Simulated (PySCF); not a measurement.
**Spinor energies of Dy²⁶⁺ (dysprosium, charge +26)**

Start: [Kr] 4d4; 4d3/2 filled at m_j = -3/2, -1/2, +1/2, +3/2. Calculated with PySCF 2.14 in an uncontracted even-tempered set (17 s from 2.1 bohr⁻², ratio 2.8; 14 p from 2.7 bohr⁻², ratio 2.8; 9 d from 2.7 bohr⁻², ratio 2.8; 3 f from 11 bohr⁻², ratio 3): generalised Hartree-Fock with the X2C-1e Hamiltonian and a Gaussian nucleus; one run each with spin-orbit coupling (SO) switched off, then screened by Boettger's factors.

```
spinor shell  electrons  ε, spin-free (eV)  ε, screened SO (eV)  weight of nominal j (screened SO)  rms radius, screened SO (bohr)
       1s1/2          2           -54926.0             -54913.7                              1.000                          0.0240
       2s1/2          2            -9996.0              -9991.5                              1.000                          0.0971
       2p1/2          2            -8963.2              -9530.1                              1.000                          0.0830
       2p3/2          4            -8963.2              -8721.0                              1.000                          0.0896
       3s1/2          2            -2932.6              -2930.7                              1.000                           0.249
       3p1/2          2            -2609.6              -2730.7                              1.000                           0.240
       3p3/2          4            -2609.6              -2556.3                              1.000                           0.253
       3d3/2          4            -2194.9              -2219.3                              1.000                           0.225
       3d5/2          6            -2194.9              -2176.3                              1.000                           0.229
       4s1/2          2            -1194.4              -1193.6                              1.000                           0.524
       4p1/2          2            -1071.3              -1113.7                              1.000                           0.530
       4p3/2          4            -1071.3              -1051.7                              1.000                           0.556
       4d3/2          4            -923.50              -924.92                              1.000                           0.554
```

| quantity | spin-free | screened SO |
| --- | --- | --- |
| E (hartree) | -11832.91055 | -11842.44520 |
| M_J | 0 | 0 |
| ⟨J²⟩ | 4.002 | 0.000 |
| ⟨L²⟩ | 6.002 | 2.449 |
| ⟨S²⟩ | 6.000 | 2.449 |

Breit and QED terms are absent; they matter most for the inner s and p1/2 levels.

Densities and radii are taken from the X2C orbitals without a picture-change correction, which distorts them close to the nucleus.

Without spin-orbit coupling the j labels of p, d and f shells carry no meaning; the spin-free column gives the mean over the occupied spinors of each nl shell, and its ⟨J²⟩ belongs to a mixture of degenerate components.
